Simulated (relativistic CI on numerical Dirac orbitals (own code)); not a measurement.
Hyperfine structure of Zn²⁷⁺, mass number 67

Method of calculation: Dirac-Coulomb-Breit CI, KLI orbitals optimised for each configuration, model QED (radiative potential, 1s self-energy scaled to tabulated hydrogen-like ionisation energies), unscaled Slater integrals (own radial code, finite nucleus).

Configuration list (outside the closed core 1s2): 2s, 2p, 3s, 3p, 3d, 4s, 4p, 4d, 4f, 5s, 5p, 5d, 5f, 5g. Levels of other configurations are missing.

Nuclear spin I = 5/2, μ = 0.87485 μN, Q = 0.122 b (tables of Stone and Pyykkö). The electronic factors are computed for point nuclear moments, without core polarisation or the Bohr-Weisskopf and QED corrections.

| Level | E (10³ cm⁻¹) | A (GHz) | B (GHz) |
| --- | --- | --- | --- |
| 2s ²S1/2 | 0.0 | 299.1 |  |
| 2p ²P°1/2 | 464.1 | 94.44 |  |
| 2p ²P°3/2 | 703.0 | 17.44 | 11.4 |
| 3s ²S1/2 | 12594.4 | 88.11 |  |
| 3p ²P°1/2 | 12723.3 | 28.43 |  |
| 3p ²P°3/2 | 12794.0 | 5.252 | 3.43 |
| 3d ²D3/2 | 12841.7 | 2.962 | 0.647 |
| 3d ²D5/2 | 12864.1 | 1.254 | 0.901 |

Levels with J = 0, under 50 % of one LS term, or S terms without an open s electron are left out. Small factors come from cancelling terms and can be off by tens of per cent or more.

At this charge energies of transitions that change n are usually good to better than 1 %, and those within a shell (Δn = 0) to a few per cent.

Task: Give the hyperfine levels of 2s ²S1/2 relative to its centre of gravity.

Result: With K = F(F + 1) − I(I + 1) − J(J + 1), E = AK/2: F = 2: -523.5, F = 3: 373.9 GHz.
